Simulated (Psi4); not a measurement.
sodium atom (Na), doublet; SVWN/cc-pVTZ (Psi4 1.11).

Input for Psi4:
```
memory 2 GB

molecule mol {
0 2
Na    0.000000    0.000000    0.000000
}

set {
  basis cc-pvtz
  reference uks
  dft_radial_points 150
}

energy('svwn')
print_variables()
```

The log (banner, timings and long lists left out):

```
   => Loading Basis Set <=

    Name: CC-PVTZ
    Role: ORBITAL
    Keyword: BASIS

         ---------------------------------------------------------
                                   SCF
               by Justin Turney, Rob Parrish, Andy Simmonett
                          and Daniel G. A. Smith
                              UKS Reference
         ---------------------------------------------------------

  ==> Geometry <==

    Molecular point group: d2h
    Geometry (in Angstrom), charge = 0, multiplicity = 2:

       Center              X                  Y                   Z               Mass
    ------------   -----------------  -----------------  -----------------  -----------------
         NA           0.000000000000     0.000000000000     0.000000000000    22.989769282000

  Running in d2h symmetry.

  Rotational constants: A = ************  B = ************  C = ************ [cm^-1]
  Rotational constants: A = ************  B = ************  C = ************ [MHz]
  Nuclear repulsion =    0.000000000000000

  Charge       = 0
  Multiplicity = 2
  Electrons    = 11
  Nalpha       = 6
  Nbeta        = 5

  ==> Algorithm <==

  SCF Algorithm Type is DF.
  DIIS enabled.
  MOM disabled.
  Fractional occupation disabled.
  Guess Type is CORE.
  Energy threshold   = 1.00e-06
  Density threshold  = 1.00e-06
  Integral threshold = 1.00e-12

  ==> Primary Basis <==

  Basis Set: CC-PVTZ
    Blend: CC-PVTZ
    Number of shells: 12
    Number of basis functions: 34
    Number of Cartesian functions: 39
    Spherical Harmonics?: true
    Max angular momentum: 3

  ==> DFT Potential <==

   => LibXC <=

    Version 7.1.2
    S. Lehtola, C. Steigemann, M. J. T. Oliveira, and M. A. L. Marques,  SoftwareX 7, 1–5 (2018) (10.1016/j.softx.2017.11.002)

   => Composite Functional: SVWN <=

    Slater exchange
    Vosko, Wilk & Nusair (VWN5_RPA)
    P. A. M. Dirac,  Math. Proc. Cambridge Philos. Soc. 26, 376 (1930) (10.1017/S0305004100016108)
    F. Bloch,  Z. Phys. 57, 545 (1929) (10.1007/BF01340281)
    S. H. Vosko, L. Wilk, and M. Nusair,  Can. J. Phys. 58, 1200 (1980) (10.1139/p80-159)

    Deriv               =              1
    GGA                 =          FALSE
    Meta                =          FALSE

    Exchange Hybrid     =          FALSE
    MP2 Hybrid          =          FALSE

   => Exchange Functionals <=

    1.0000         XC_LDA_X

   => Correlation Functionals <=

    1.0000   XC_LDA_C_VWN_RPA

   => LibXC Density Thresholds  <==

    XC_LDA_C_VWN_RPA:  1.00E-15
    XC_LDA_X:  1.00E-15

   => Molecular Quadrature <=

    Radial Scheme          =       TREUTLER
    Pruning Scheme         =           NONE
    Nuclear Scheme         =       TREUTLER

    Blocking Scheme        =         OCTREE
    BS radius alpha        =              1
    Pruning alpha          =              1
    Radial Points          =            150
    Spherical Points       =            302
    Total Points           =          43482
    Total Blocks           =            465
    Max Points             =            255
    Max Functions          =             34
    Weights Tolerance      =       1.00E-15

   => Loading Basis Set <=

    Name: (CC-PVTZ AUX)
    Role: JKFIT
    Keyword: DF_BASIS_SCF

  ==> Integral Setup <==

  SCF_SUBTYPE=INCORE selected. In-core MEM_DF algorithm will be used.
  Using in-core AOs.

  ==> MemDFJK: Density-Fitted J/K Matrices <==

    J tasked:                   Yes
    K tasked:                    No
    wK tasked:                   No
    Algorithm:                 Core
    Schwarz Cutoff:           1E-12
    Mask sparsity (%):       0.0000
    Fitting Condition:        1E-10

   => Auxiliary Basis Set <=

  Basis Set: (CC-PVTZ AUX)
    Blend: DEF2-UNIVERSAL-JKFIT
    Number of shells: 34
    Number of basis functions: 112
    Number of Cartesian functions: 137
    Spherical Harmonics?: true
    Max angular momentum: 4

  Minimum eigenvalue in the overlap matrix is 5.7406971431E-03.
[...]
     Au         1       1       0       0       0       0
     B1u        6       6       1       1       1       0
     B2u        6       6       1       1       1       0
     B3u        6       6       1       1       1       0
   -------------------------------------------------------
    Total      34      34       6       5       5       1
   -------------------------------------------------------

  ==> Iterations <==

                           Total Energy        Delta E     RMS |[F,P]|

   @DF-UKS iter   1:  -159.65571046823879   -1.59656e+02   1.00212e-01 ADIIS
   @DF-UKS iter   2:  -161.14842872235380   -1.49272e+00   8.19425e-02 ADIIS/DIIS
   @DF-UKS iter   3:  -161.60392662155684   -4.55498e-01   2.44011e-02 ADIIS/DIIS
   @DF-UKS iter   4:  -161.65641023006722   -5.24836e-02   1.07351e-03 ADIIS/DIIS
   @DF-UKS iter   5:  -161.65654905706597   -1.38827e-04   8.71085e-05 DIIS
   @DF-UKS iter   6:  -161.65654998620437   -9.29138e-07   3.53946e-06 DIIS
   @DF-UKS iter   7:  -161.65654998924506   -3.04070e-09   1.06326e-07 DIIS
  Energy and wave function converged.

  ==> Post-Iterations <==

   Electrons on quadrature grid:
      Nalpha   =    6.0000000000 ; deviation = 1.926e-12
      Nbeta    =    5.0000000000 ; deviation = 1.921e-12
      Ntotal   =   11.0000000000 ; deviation = 3.847e-12

   @Spin Contamination Metric:   5.602796666E-05
   @S^2 Expected:                7.500000000E-01
   @S^2 Observed:                7.500560280E-01
   @S   Expected:                5.000000000E-01
   @S   Observed:                5.000000000E-01

    Orbital Energies [Eh]
    ---------------------

    Alpha Occupied:

[...]
    Alpha Virtual:

[...]
       9Ag     1.346116

    Beta Occupied:

[...]
    Beta Virtual:

[...]
    Final Occupation by Irrep:
             Ag   B1g   B2g   B3g    Au   B1u   B2u   B3u
    DOCC [     2,    0,    0,    0,    0,    1,    1,    1 ]
    SOCC [     1,    0,    0,    0,    0,    0,    0,    0 ]
    NA   [     3,    0,    0,    0,    0,    1,    1,    1 ]
    NB   [     2,    0,    0,    0,    0,    1,    1,    1 ]

  @DF-UKS Final Energy:  -161.65654998924506

   => Energetics <=

    Nuclear Repulsion Energy =              0.0000000000000000
    One-Electron Energy =                -227.6260684161585459
    Two-Electron Energy =                  79.7296802221491419
    DFT Exchange-Correlation Energy =     -13.7601617952356676
    Empirical Dispersion Energy =           0.0000000000000000
    VV10 Nonlocal Energy =                  0.0000000000000000
    Total Energy =                       -161.6565499892450646

  UHF NO Occupations:
  HONO-2 :    1B2u 1.9999908
  HONO-1 :    1B3u 1.9999908
  HONO-0 :    3 Ag 1.0000000
  LUNO+0 :    2B2u 0.0000092
  LUNO+1 :    2B3u 0.0000092
  LUNO+2 :    2B1u 0.0000092
  LUNO+3 :    4 Ag 0.0000003

Computation Completed

Properties will be evaluated at   0.000000,   0.000000,   0.000000 [a0]

Properties computed using the SCF density matrix

 Multipole Moments:

 ------------------------------------------------------------------------------------
     Multipole            Electronic (a.u.)      Nuclear  (a.u.)        Total (a.u.)
 ------------------------------------------------------------------------------------

 L = 1.  Multiply by 2.5417464519 to convert [e a0] to [Debye]
 Dipole X            :          0.0000000            0.0000000            0.0000000
 Dipole Y            :          0.0000000            0.0000000            0.0000000
 Dipole Z            :          0.0000000            0.0000000            0.0000000
 Magnitude           :                                                    0.0000000

 ------------------------------------------------------------------------------------

  Variable Map:
  ----------------------------------------------------------------------------
[...]
  Array Variable Map:
  ----------------------------------------------------------------------------
[...]
[...]
```
